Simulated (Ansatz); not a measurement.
Cartesian coordinates (Å):
SMILES: [CH2]N
```xyz
6

C      0.6717     0.0019     0.1120
N     -0.6901    -0.0042    -0.1928
H      1.2082     0.9321    -0.0669
H      1.2042    -0.9395    -0.0123
H     -1.1953     0.8431     0.0555
H     -1.1988    -0.8334     0.1045
```
Charge 0, spin multiplicity 2.

Calculation: Ansatz (a quantum-chemistry and plane-wave program) with frozen-core CCSD(T)/cc-pVTZ // PBE-D3(BJ)/def2-TZVP.

```yaml
HF energy: -94.62966 Ha
MP2 correlation energy: -0.37029 Ha
```

Estimate the CCSD correlation energy, the (T) correction, the total energy and the T1 diagnostic.


* **CCSD correlation energy**: -0.39423 Ha
* **(T) correction**: -0.01416 Ha
* **CCSD(T) total energy**: -95.03806 Ha
* **T1 diagnostic**: 0.016
